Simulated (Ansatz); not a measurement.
## Redistribution: C2H3ClO + CH2I2 → C2H3IO + CH2ClI

Species: C2H3ClO (acetyl chloride) `CC(=O)Cl`, singlet; CH2I2 `ICI`, singlet; C2H3IO (acetyl iodide) `CC(=O)I`, singlet; CH2ClI (chloroiodomethane) `ClCI`, singlet. The partners trade Cl for I; both sit on C, so the bond types are kept.

Shapes, held fixed at every level: PBE0-D4/def2-TZVP. Programs: Ansatz 0.2.0. The zero-point and thermal change to 298 K, harmonic and unscaled (PBE0-D4/def2-TZVP), is +0.6 kJ/mol.

```csv
level,kind,ΔH(298 K) (kJ/mol),less CCSD(T)/def2-TZVPP
HF/def2-SVP,Hartree–Fock,+23.4,+7.3
SPW92/def2-TZVPP,LDA,+9.8,-6.3
PBE0-D4/def2-TZVPP,global hybrid,+12.5,-3.6
r2SCAN0-D4/def2-TZVPP,global hybrid,+12.8,-3.3
MP2/def2-SVP,perturbation theory,+18.3,+2.2
CCSD(T)/def2-SVP,coupled cluster or CI,+17.3,+1.2
CCSD/def2-TZVPP,coupled cluster or CI,+17.7,+1.6
CCSD(T)/def2-TZVPP,coupled cluster or CI,+16.1,0.0
```

The highest level, CCSD(T)/def2-TZVPP, gives ΔH(298 K) = +16.1 kJ/mol; the levels span +9.8 to +23.4. The column of differences is taken from that level and isn't an error. No measured value is set beside it here. For atoms past krypton def2 sets carry core potentials with scalar relativity. Outer-core shells of I are correlated in most correlated rows, in sets that cover them unevenly.
